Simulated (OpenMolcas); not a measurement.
# Fe3+: input and output

Input:

```
&GATEWAY
Coord
1

Fe 0.0 0.0 0.0
Basis=ANO-R2
Group=XYZ
NoMove
AngMom=0.0 0.0 0.0
AMFI
&SEWARD
&RASSCF
FileOrb=start.orb
Symmetry=1
Spin=6
nActEl=5 0 0
Inactive=3 6
Ras2=5 0
CIRoot=1 1 1
SDav=1
CIMx=300
Iter=120 100
PrWF=0.3
OrbListing=Nothing
MaxOrb=0
Atom
>>> COPY $Project.JobIph JOB001
&RASSCF
FileOrb=start.orb
Symmetry=1
Spin=4
nActEl=5 0 0
Inactive=3 6
Ras2=5 0
CIRoot=24 24 1
SDav=24
CIMx=300
Iter=120 100
PrWF=0.3
OrbListing=Nothing
MaxOrb=0
Atom
>>> COPY $Project.JobIph JOB002
&RASSCF
FileOrb=start.orb
Symmetry=1
Spin=2
nActEl=5 0 0
Inactive=3 6
Ras2=5 0
CIRoot=75 75 1
SDav=75
CIMx=300
Iter=120 100
PrWF=0.3
OrbListing=Nothing
MaxOrb=0
Atom
>>> COPY $Project.JobIph JOB003
&RASSI
NrOfJobIphs=3 1 24 52
1
1 2 3 4 5 6 7 8 9 10 11 12 13 14 15 16 17 18 19 20 21 22 23 24
1 2 3 4 5 6 7 8 9 10 11 12 13 14 15 16 17 18 19 20 21 22 23 24 25 26 27
28 29 30 31 32 33 34 35 36 37 38 39 40 41 42 43 44 45 46 47 48 49 50 51
52
IphNames
JOB001
JOB002
JOB003
EJob
SpinOrbit
DIPRint=1.0
SOCoupling=1000.0
Subsets=2
MEES
Property=10
'ANGMOM' 1 'ANGMOM' 2 'ANGMOM' 3 'MLTPL  1' 1 'MLTPL  1' 2 'MLTPL  1' 3
'AMFI' 1 'AMFI' 2 'AMFI' 3 'MLTPL  2' 6
SOProperty=3
'ANGMOM' 1 'ANGMOM' 2 'ANGMOM' 3
```

Launched by
```bash
OMP_NUM_THREADS=1 MOLCAS_MEM=2252 MOLCAS_PROJECT=a pymolcas a.inp > a.log  # once for each step of the input, in one work folder
```

A driver script runs the steps one by one and writes start.orb anew before each from the orbitals found so far.

Output, cut to the results:

```
--- SEWARD ---
Basis set label: FE.ANO-R...6S5P4D2F1G.

      Electronic valence basis set:
      ------------------
      Associated Effective Charge  26.000000 au
      Associated Actual Charge     26.000000 au
      Nuclear Model: Finite nucleus - Gaussian distribution
        Gaussian exponent, Xi/bohr**(-2):  2.95784E+08

      Shell  nPrim  nBasis  Cartesian Spherical Contaminant
         s      20       6        X
         p      12       5        X
         d       9       4                 X
         f       5       2                 X
         g       4       1                 X
                  Relativistic X2C integrals
                  Atomic mean-field integrals
--- RASSCF ---
Wave function specifications:
      -----------------------------

      Number of closed shell electrons          18
      Number of electrons in active shells       5
      Max number of holes in RAS1 space          0
      Max nr of electrons in RAS3 space          0
      Number of inactive orbitals                9
      Number of active orbitals                  5
      Number of secondary orbitals              50
      Spin quantum number                      2.5
      State symmetry                             1
Orbital specifications:
      -----------------------

      Symmetry species                           1   2
                                                ag  au
      Frozen orbitals                            0   0
      Inactive orbitals                          3   6
      Active orbitals                            5   0
      RAS1 orbitals                              0   0
      RAS2 orbitals                              5   0
      RAS3 orbitals                              0   0
      Secondary orbitals                        27  23
      Deleted orbitals                           0   0
      Number of basis functions                 35  29
      Number of CSFs                             1
      Number of root(s) required                 1
      Iter CI   SX   CI       RASSCF       Energy    max ROT     max BLB   max BLB  Level Ln srch  Step   QN
          iter iter root      energy       change     param      element    value   shift minimum  type update
 Nr of preliminary CI iterations:   1
      Total energies have been shifted. Add                -1000.00 au
        1   1    9    1  -269.30640929    0.00E+00   1.58E-01*   4   7 2  3.62E-01*  0.00   0.00    SX    NO
        2   1   10    1  -269.48939029   -1.83E-01* -5.52E-02    6  12 2  2.35E-01*  0.00   0.00    SX    NO
        3   1    9    1  -269.51458970   -2.52E-02* -4.29E-02    6  12 2 -1.12E-01*  0.00   0.00    SX    NO
        4   1    9    1  -269.52408947   -9.50E-03* -2.74E-02    6  12 2  7.44E-02*  0.00   0.00    SX    NO
        5   1    9    1  -269.52741657   -3.33E-03* -1.06E-02    5  11 2 -4.63E-02*  0.00   0.60    QN   YES
        6   1    8    1  -269.52995382   -2.54E-03*  8.14E-04    6  12 2 -2.46E-03*  0.00   1.07    QN   YES
        7   1    7    1  -269.52996358   -9.76E-06* -2.65E-05    3  11 1 -5.62E-05   0.00   0.99    QN   YES
        8   1    5    1  -269.52996359   -9.22E-09  -3.26E-06    3  11 1 -1.69E-05   0.00   0.92    QN   YES
      Convergence after  8 iterations
        9   1    5    1  -269.52996359   -3.01E-10  -3.26E-06    3  11 1 -1.42E-06   0.00   0.92    QN   YES
      Natural orbitals and occupation numbers for root  1
      sym 1:   1.000000   1.000000   1.000000   1.000000   1.000000
::    RASSCF root number  1 Total energy:  -1269.52996359
--- RASSCF ---
Wave function specifications:
      -----------------------------

      Number of closed shell electrons          18
      Number of electrons in active shells       5
      Max number of holes in RAS1 space          0
      Max nr of electrons in RAS3 space          0
      Number of inactive orbitals                9
      Number of active orbitals                  5
      Number of secondary orbitals              50
      Spin quantum number                      1.5
      State symmetry                             1
Orbital specifications:
      -----------------------

      Symmetry species                           1   2
                                                ag  au
      Frozen orbitals                            0   0
      Inactive orbitals                          3   6
      Active orbitals                            5   0
      RAS1 orbitals                              0   0
...
--- RASSI ---
SPIN-FREE ENERGIES:
  (Shifted by EMIN (a.u.) =      -1269.5299635857)

 SF State       Relative EMIN(au)   Rel lowest level(eV)    D:o, cm**(-1)      L_eff

     1             0.0000000000        0.0000000000              0.0000         0.0
     2             0.1708773145        4.6498086062          37503.2356         4.0
     3             0.1708773145        4.6498086062          37503.2356         4.0
     4             0.1708773145        4.6498086062          37503.2356         4.0
     5             0.1708773145        4.6498086062          37503.2356         4.0
     6             0.1708773145        4.6498086062          37503.2356         4.0
     7             0.1708773145        4.6498086062          37503.2356         4.0
     8             0.1708773145        4.6498086062          37503.2356         4.0
     9             0.1708773145        4.6498086062          37503.2356         4.0
    10             0.1708773145        4.6498086062          37503.2356         4.0
    11             0.1972478061        5.3673862391          43290.8895         1.0
    12             0.1972478061        5.3673862391          43290.8895         1.0
    13             0.1972478061        5.3673862391          43290.8895         1.0
    14             0.2122376759        5.7752813746          46580.7857         2.0
    15             0.2122376759        5.7752813746          46580.7857         2.0
    16             0.2122376759        5.7752813746          46580.7857         2.0
    17             0.2122376759        5.7752813746          46580.7857         2.0
    18             0.2122376759        5.7752813746          46580.7857         2.0
    26             0.2432195117        6.6183400757          53380.5127         6.0
    27             0.2432195117        6.6183400757          53380.5127         6.0
    28             0.2432195117        6.6183400757          53380.5127         6.0
...
```

Levels above the lowest, from the spin-orbit matrix, grouped by J:

```csv
Configuration,Term,J,E (cm-1),Measured (cm-1),g,Term weight %,Second
3d5,6S,5/2,0.0,0.0,2.002,100,
3d5,4G,5/2,37475,,0.571,100,
3d5,4G,7/2,37500,,0.984,100,
3d5,4G,11/2,37506,32246,1.273,100,
3d5,4G,9/2,37515,,1.172,100,
3d5,4P,5/2,43116,35254,1.590,95,4 4D
3d5,4P,3/2,43183,35333,1.716,96,3 4D
3d5,4P,1/2,43278,35407,2.639,99,
3d5,4D,7/2,46567,38779,1.429,100,
3d5,4D,1/2,46646,38897,0.029,99,
3d5,4D,3/2,46718,,1.218,96,3 4P
3d5,4D,5/2,46739,,1.382,95,4 4P
3d5,2I,11/2,53348,,0.924,100,
3d5,2I,13/2,53407,,1.077,100,
3d5,2D,5/2,59918,49542,1.101,70,29 2F(1)
3d5,2D,3/2,60517,50051,0.777,94,6 4F
3d5,2F(1),7/2,61710,51394,1.143,99,
3d5,2F(1),5/2,62405,52167,0.958,60,21 4F
3d5,4F,9/2,62692,52621,1.330,98,
3d5,4F,7/2,62744,52695,1.237,99,
3d5,4F,5/2,62909,,1.028,77,11 2F(1)
3d5,4F,3/2,62921,,0.423,94,6 2D
```

Against the 12 measured excited levels shown (Corliss and Sugar, J. Phys. Chem. Ref. Data 11, 135 (1982)) the mean absolute deviation is 8800 cm-1; the largest miss in energy is 3d5 2D 3/2: computed 60517, measured 50051 cm-1 (+20.9 %).

Some high roots are left out of the spin-orbit mixing, which shifts the levels that they would mix with. Without dynamic correlation excited terms often stand tens of per cent too high (terms of higher spin than the ground term too low), and those without a measured partner can miss by more than the paired ones. Measured partners are found by configuration, term and J. A level has none where our copy of the source lacks it or the pairing is in doubt (some pairs that miss far off the trend of their configuration count as doubtful), and it then counts in no deviation. Only configurations of the active space appear. The first state left out of the spin-orbit step lies near 80000 cm-1 above the lowest spin-free state of the reference (among the parities and spins computed), and the list stops at four fifths of that energy or lower.

The RASSCF and RASSI steps took 25 s on 1 thread of Arm Neoverse V1, on a shared host; the integral step is not counted.

The term weight is that of the spin-free term in the level, not the purity of its configuration. A number in round brackets counts repeated terms of one configuration in the order of the reference energies.
